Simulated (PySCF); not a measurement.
How methods differ on the ionisation energy of Re²⁺

Re²⁺ [Xe] 4f14 5d5 (6S) → Re³⁺ [Xe] 4f14 5d4 (5D), as a difference of total energies. Calculation: PySCF 2.14, in x2c-TZVPPall with one added diffuse shell each of s, p, d, f type (12s8p8d4f1g, 113 functions); scalar relativity by spin-free X2C-1e. The calculations carry no spin-orbit coupling.

Question: Order these methods by the ionisation energy they give, lowest first.
A. BLYP
B. PBEsol
C. HSE06
D. UHF

Answer: D (27.251 eV), A (28.020 eV), C (28.244 eV), B (28.385 eV).

The reference lies between the lowest fine-structure levels, while these numbers refer to the centres of the terms.

For comparison: 27 ± 1.6 eV (theoretical estimate listed by NIST; NIST Atomic Spectra Database, ionization energies).
